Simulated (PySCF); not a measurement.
# Reading the logs of faulty runs: C2H6OSi

Calculated results; nothing here was measured. They come from PySCF 2.14.0, an open-source quantum chemistry program, on an isolated molecule that a program drew, which may never have been made. The molecule is C2H6OSi (charge 0, singlet), drawn as the SMILES string `C=[Si](C)O`.

Each row is a Hartree-Fock (HF) and frozen-core CCSD(T) single point in the cc-pV(D+d)Z basis, meant for a local HF minimum. Run 1 is clean. Each other run has one planted mistake out of seven kinds, and not every kind appears here: one electron removed, one electron added, multiplicity raised by two, geometry at a saddle point, minimal basis STO-3G, one bond length entered in bohr, all coordinates scaled. The reference is restricted for singlets and unrestricted otherwise, and also for a bond in bohr. Adding or removing an electron swaps singlet and doublet. Electrons count all cores. HOMO and LUMO are orbital energies over both spins, the gradient is its largest component, and the lowest frequency (negative if imaginary) is given only where the gradient is small. Bond lengths are over the 9 bonds as drawn. T1 is the CCSD diagnostic: over 0.02 (restricted) or 0.045 (unrestricted) a single reference is doubtful.

Geometry of the clean run:
```xyz
10
C2H6OSi, angstrom
C    -0.7739    2.2986   -2.9273
Si   -0.9116    1.0306   -1.8287
C     0.2518    0.6056   -0.4496
O    -2.1324   -0.0607   -1.8038
H    -1.4896    2.4993   -3.7163
H     0.0692    2.9788   -2.8746
H     1.0907    1.3028   -0.4264
H    -0.2678    0.6454    0.5107
H     0.6377   -0.4084   -0.5775
H    -2.8185    0.0154   -2.4509
```

```
run  electrons  basis functions  <S^2>  HOMO (eV)  LUMO (eV)  gradient (hartree/bohr)  lowest frequency (cm^-1)  mean bond (Å)  longest bond (Å)      T1  HF (hartree)  CCSD(T) (hartree)                          mistake
  1         40               95  0.000      -8.03       4.14                  1.7e-05                       133         1.2851             1.854  0.0124    -443.03512         -443.65916                         no fault
  2         40               95  0.000      -7.88       3.45                  4.1e-02                         -         1.3609             1.963  0.0144    -443.00340         -443.64392           all coordinates scaled
  3         40               30  0.000      -5.24       8.26                  4.0e-02                         -         1.2851             1.854  0.0160    -437.67620         -437.92850             minimal basis STO-3G
  4         40               95  0.778      -7.80       2.01                  2.1e-02                         -         1.3931             2.065  0.0529    -442.90874         -443.52837  one bond length entered in bohr
  5         40               95  2.029      -4.18       1.47                  9.6e-02                         -         1.2851             1.854  0.0132    -442.92081         -443.51580                                ?
  6         41               95  0.779       2.58       9.03                  6.7e-02                         -         1.2851             1.854  0.0991    -442.90979         -443.54768                                ?
```

**Which mistake was planted in run 5, and what did it cost?**

Electrons, basis and geometry are unchanged, and <S^2> is 2.029, beside S(S+1) = 2.00 for a multiplicity of 3. So the mistake is: multiplicity raised by two. Subtracting run 1 and multiplying by 627.51 kcal/mol a hartree, the energy moved by 71.7 kcal/mol in HF and 90.0 kcal/mol in CCSD(T).

**Which mistake was planted in run 6, and what did it cost?**

It counts 41 electrons, one more than the clean run, at the same geometry and basis. So the mistake is: one electron added. Subtracting run 1 and multiplying by 627.51 kcal/mol a hartree, the energy moved by 78.6 kcal/mol in HF and 70.0 kcal/mol in CCSD(T).

Cautions from the logs. Run 4: T1 is over the limit, so its CCSD(T) energy is less reliable; run 6: T1 is over the limit, so its CCSD(T) energy is less reliable and the HOMO is above zero, so the electron isn't bound and the energy depends on the basis.
